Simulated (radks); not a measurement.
The numbers below are computed, except where a source is named.
Task: Neutral gold: order these configurations by energy. Level of theory: Dirac Kohn-Sham, relativistic LDA (MacDonald-Vosko exchange, VWN5 correlation), spin-unpolarised, spherical densities, finite nucleus; Fermi nuclear charge, rms radius of each element as measured or else 0.836 A^(1/3) + 0.57 fm (a radial shooting solver on a logarithmic mesh with Libxc functionals). Sub-shells are occupied by j as written (lower j first in brackets). [Xe] 4f14 5d(3/2: 4, 5/2: 5) 6s1 6p(1/2: 1, 3/2: 0); [Xe] 4f14 5d(3/2: 4, 5/2: 5) 6s2; [Xe] 4f14 5d10 6p(1/2: 1, 3/2: 0); [Xe] 4f14 5d10 6s1.

Result: From the lowest, in eV above it: [Xe] 4f14 5d10 6s1 0.000; [Xe] 4f14 5d(3/2: 4, 5/2: 5) 6s2 1.064; [Xe] 4f14 5d10 6p(1/2: 1, 3/2: 0) 4.853; [Xe] 4f14 5d(3/2: 4, 5/2: 5) 6s1 6p(1/2: 1, 3/2: 0) 6.323.
